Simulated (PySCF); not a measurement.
Potential energy surface of Cl3 (anion, charge -1), singlet: symmetric bend, bond length relaxed. Scanned: Cl-Cl-Cl angle. Other coordinates (Cl-Cl bond length) were minimised at PBE0/def2-TZVP.

- RKS-BP86/6-31G* = restricted BP86/6-31G*, spherical d in PySCF 2.14.0
- CCSD(T) on RHF/aug-cc-pVDZ, 15 core orbitals frozen (PySCF)
- RKS-B3LYP/6-311+G** = PySCF with restricted B3LYP/6-311+G**, spherical d

Energies in kcal/mol, each method relative to its own lowest point.

```json
[
 {"a / °": "180", "RKS-BP86/6-31G*": "0.0", "CCSD(T)": "0.0", "RKS-B3LYP/6-311+G**": "0.0"},
 {"a / °": "170", "RKS-BP86/6-31G*": "0.9", "CCSD(T)": "0.9", "RKS-B3LYP/6-311+G**": "0.9"},
 {"a / °": "160", "RKS-BP86/6-31G*": "3.4", "CCSD(T)": "3.6", "RKS-B3LYP/6-311+G**": "3.4"},
 {"a / °": "150", "RKS-BP86/6-31G*": "7.5", "CCSD(T)": "7.7", "RKS-B3LYP/6-311+G**": "7.4"},
 {"a / °": "140", "RKS-BP86/6-31G*": "12.6", "CCSD(T)": "13.0", "RKS-B3LYP/6-311+G**": "12.5"},
 {"a / °": "130", "RKS-BP86/6-31G*": "18.7", "CCSD(T)": "18.9", "RKS-B3LYP/6-311+G**": "18.5"},
 {"a / °": "120", "RKS-BP86/6-31G*": "25.1", "CCSD(T)": "25.0", "RKS-B3LYP/6-311+G**": "24.9"},
 {"a / °": "110", "RKS-BP86/6-31G*": "31.6", "CCSD(T)": "30.7", "RKS-B3LYP/6-311+G**": "31.5"},
 {"a / °": "100", "RKS-BP86/6-31G*": "37.8", "CCSD(T)": "35.4", "RKS-B3LYP/6-311+G**": "37.8"},
 {"a / °": "90", "RKS-BP86/6-31G*": "43.6", "CCSD(T)": "?", "RKS-B3LYP/6-311+G**": "43.8"},
 {"a / °": "80", "RKS-BP86/6-31G*": "52.1", "CCSD(T)": "?", "RKS-B3LYP/6-311+G**": "52.1"}
]
```

### Question
Fill in the missing entries.

### Answer

- 90, CCSD(T): 38.9
- 80, CCSD(T): 44.2
